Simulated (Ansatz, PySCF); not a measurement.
Process, species as SMILES: CCO [ethanol] -> [CH2]CO + H atom (the C-H bond at the site shown breaks; other sites are not compared here)
Structures are relaxed separately at B3LYP-D3(BJ)/def2-TZVP in Ansatz (a program for electronic structure), one conformer each, not searched for the lowest.
Geometry of the first species:
```
C
H 1 1.0973
H 1 1.0973 2 107.69
O 1 1.4270 2 110.49 3 -120.76
H 4 0.9624 1 108.87 2 59.54
C 1 1.5131 2 110.09 3 120.04
H 6 1.0909 1 110.47 2 60.81
H 6 1.0909 7 108.30 1 -121.11
H 6 1.0917 7 108.54 8 -117.66
```

Quantity: bond dissociation energy (enthalpy at 298 K, with B3LYP-D3(BJ) rigid-rotor harmonic-oscillator terms from PySCF), in kcal/mol. Correlated levels leave the core frozen unless marked. UHF or UKS for open shells. No spin-orbit coupling. No relativistic terms. Basis-set limits of correlation are two-point, X^-3; Hartree-Fock from the larger set. The bracket is a focal-point correction in the basis named.

RI-MP2/CBS(cc-pVTZ,cc-pVQZ)+[CCSD(T)-MP2]/cc-pVTZ (Ansatz) gives 103.2 kcal/mol.

Q: Another calculation gave 100.6 kcal/mol. Which level was it?
A. BP86/def2-TZVPD (PySCF)
B. BLYP/def2-TZVPD (Ansatz)
C. SVWN5/def2-TZVPD (Ansatz)
D. HF/def2-TZVPD (PySCF)

A: A, BP86/def2-TZVPD (PySCF). The others give 76.1 (HF), 98.0 (BLYP), 110.0 (SVWN5) kcal/mol.
